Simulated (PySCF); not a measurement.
Bonds (- single, = double, # triple, : aromatic): C1:C2, C2:O3, O3:C4, C4-C5, C5-C6, C6-C7, C7-Si8, C4:C9, C9:C1, Si8-C5. C1 carries H10; C2 carries H11; C5 carries H12; C6 carries H13, H14; C7 carries H15, H16; Si8 carries H17, H18; C9 carries H19. Stereochemistry as in c1coc([C@@H]2CC[SiH2]2)c1. H13, H16, H17 are cis to C4 on the ring; H14, H15, H18 are trans to C4 on the ring.

- B3LYP/pcSseg-1 with gauge-including orbitals
- PBE0-D3(BJ)/def2-SVP structure
- program: PySCF 2.14
- relativity neglected, no solvent, single conformer

Referencing at the same level of theory: ¹³C and ¹H and ²⁹Si against TMS; ¹⁷O against H2O.

```json
{"atoms": "H13", "nucleus": "¹H", "count": "1", "δ (ppm)": "?"}
{"atoms": "H12", "nucleus": "¹H", "count": "1", "δ (ppm)": "2.69"}
{"atoms": "C6", "nucleus": "¹³C", "count": "1", "δ (ppm)": "32.9"}
{"atoms": "C9", "nucleus": "¹³C", "count": "1", "δ (ppm)": "?"}
{"atoms": "Si8", "nucleus": "²⁹Si", "count": "1", "δ (ppm)": "-21.9"}
{"atoms": "O3", "nucleus": "¹⁷O", "count": "1", "δ (ppm)": "?"}
{"atoms": "C1", "nucleus": "¹³C", "count": "1", "δ (ppm)": "116.4"}
{"atoms": "H14", "nucleus": "¹H", "count": "1", "δ (ppm)": "2.58"}
{"atoms": "H10", "nucleus": "¹H", "count": "1", "δ (ppm)": "6.23"}
{"atoms": "H16", "nucleus": "¹H", "count": "1", "δ (ppm)": "1.00"}
{"atoms": "H18", "nucleus": "¹H", "count": "1", "δ (ppm)": "?"}
{"atoms": "C7", "nucleus": "¹³C", "count": "1", "δ (ppm)": "?"}
{"atoms": "H17", "nucleus": "¹H", "count": "1", "δ (ppm)": "4.83"}
{"atoms": "C4", "nucleus": "¹³C", "count": "1", "δ (ppm)": "161.4"}
{"atoms": "H19", "nucleus": "¹H", "count": "1", "δ (ppm)": "?"}
{"atoms": "H11", "nucleus": "¹H", "count": "1", "δ (ppm)": "7.23"}
{"atoms": "C5", "nucleus": "¹³C", "count": "1", "δ (ppm)": "30.0"}
{"atoms": "H15", "nucleus": "¹H", "count": "1", "δ (ppm)": "1.12"}
{"atoms": "C2", "nucleus": "¹³C", "count": "1", "δ (ppm)": "145.1"}
```

**Question.** Fill in the missing shifts.

**Answer.** 
- C9: 109.2 ppm, aromatic CH
- C7: 7.1 ppm, sp3 CH2 bonded to Si; an electropositive neighbour leaves it electron-rich and shielded
- H19: 5.91 ppm, hydrogen on an aromatic CH
- H18: 4.91 ppm, hydrogen on a silicon bonded to 2 C, in a 4-membered ring
- H13: 2.70 ppm, hydrogen on an sp3 CH2 in a ring
- O3: 309.4 ppm, aromatic ring oxygen

Shifts are as computed. Against solution values, carbons near 30 ppm lie about +2 ppm off and those near 130 ppm about +6 ppm. Of 1211 compounds with measured shifts, 218 miss one by over three times the rms of a fit or turn the order of signals round; such compounds aren't used in these exercises. Unscaled 17O shifts of doubly bonded oxygen tend to come out too high, by tens of ppm or more. Experimental scales use liquid or dissolved standards, which lie at an offset from isolated H2O (liquid H2O: subtract about 36 ppm).
